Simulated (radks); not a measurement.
Species: neutral osmium. Configuration: [Xe] 4f14 5d6 6s2. Calculated with a radial shooting solver on a logarithmic mesh with Libxc functionals: scalar-relativistic Kohn-Sham, SCAN, spin-polarised, spherical densities, finite nucleus; open shells are filled with parallel spins first (spin-orbit coupling, left out, can overturn this in heavy ions); meta-GGA in the generalised Kohn-Sham scheme; Fermi nuclear charge, rms radius 5.4126 fm.

Local quantities along the radius. ELF = 1/(1 + alpha^2) is the electron localisation function; alpha = (tau - tau_W)/tau_unif compares the Pauli kinetic energy density with that of the uniform gas (summed over spins). tau is taken from the large components.

```
   r/bohr * ELF (the largest magnitude, 0.999, reaches the edge; | marks zero)
 0.001061 |                                                      *
 0.001462 |                                                      *
 0.002013 |                                                      *
  0.00275 |                                                      *
 0.003787 |                                                      *
 0.005215 |                                                      *
 0.007124 |                                                     *
 0.009811 |                                                    *
   0.0134 |                                              *
  0.01846 |                            *
  0.02542 |                 *
  0.03473 |                          *
  0.04782 |                                       *
  0.06534 |                                    *
  0.08998 |                   *
   0.1239 |                           *
   0.1693 |                                       *
   0.2331 |                    *
    0.321 |                      *
   0.4386 |                                      *
    0.604 |                           *
   0.8251 |                   *
    1.136 |                                *
    1.565 |                          *
    2.138 |                   *
    2.944 |                      *
    4.054 |                     *
    5.539 |         *
    7.628 |*
    10.42 *
```

On this mesh the ELF has minima near r = 0.025, 0.11, 0.27, 0.83, 2.1 bohr, which separate the shells, and maxima near 0.056 (0.74), 0.17 (0.72), 0.44 (0.72), 1.1 (0.60), 3.5 (0.44).
